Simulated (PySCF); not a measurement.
A series of substituents X on one scaffold: SiH2(OH)-X. Isolated molecules, 0 K electronic values unless said otherwise. One relaxed conformer stands for each flexible species; it need not be the lowest. Strings in code marks are SMILES.

The four lowest singlet excitations (Tamm–Dancoff). Computed with B3LYP-D3(BJ)/def2-TZVP // PBE0-D4/def2-TZVP (PySCF). B3LYP has the VWN-RPA correlation part, as in Gaussian. Excitations are Tamm–Dancoff values on a coarser integration grid. The basis has no diffuse functions, so Rydberg states are missing or too high.

| state | energy (eV) | wavelength (nm) | oscillator strength |
|---|---|---|---|
| S1 | 6.65 | 186 | 0.002 |
| S2 | 7.42 | 167 | 0.001 |
| S3 | 7.74 | 160 | 0.007 |
| S4 | 8.25 | 150 | 0.021 |

**Question.** Say which member gives these states.
A) `CN(C)[SiH2]O` (C–N–Si–O torsion -73°, N–Si–O–H torsion -68°)
B) `B[SiH2]O`
C) `CC(C)[SiH2]O` (C–C–Si–O torsion -179°, C–Si–O–H torsion -78°)
D) `N#CC[SiH2]O`

**Answer.** C, `CC(C)[SiH2]O` (C–C–Si–O torsion -179°, C–Si–O–H torsion -78°)
